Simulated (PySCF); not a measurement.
calicene (C8H6), SMILES C1=CC(=C2C=C2)C=C1. Heavy atoms are numbered as in [CH:1]1=[CH:2][C:3](=[C:4]2[CH:5]=[CH:6]2)[CH:7]=[CH:8]1. Hydrogens are named by the atom that carries them.

Geometry optimised at B3LYP-D3(BJ)/def2-SVP.

All values below come from PBE/pcSseg-1 (PySCF).

GIAO shieldings, no solvent; atoms alike by connectivity are averaged. δ = σ(ref) − σ: ¹³C against TMS (σ = 182.0 ppm); ¹H against TMS (σ = 31.49 ppm), references at their B3LYP-D3(BJ)/def2-TZVP geometries, non-relativistic.

```tsv
atoms	nucleus	count	δ (ppm)
C5 (CH)	¹³C	2	148.9
C1 (CH)	¹³C	2	?
C4	¹³C	1	?
C2 (CH)	¹³C	2	124.5
C3	¹³C	1	114.8
H on C5	¹H	2	?
H on C1	¹H	2	?
H on C2	¹H	2	6.67
```

Task: Complete the blanks. (The exact figures need the calculation; the answer reports its results.)

Result: 
- H on C1, δ (ppm): 6.75
- C4, δ (ppm): 129.5
- C1 (CH), δ (ppm): 133.2
- H on C5, δ (ppm): 8.82
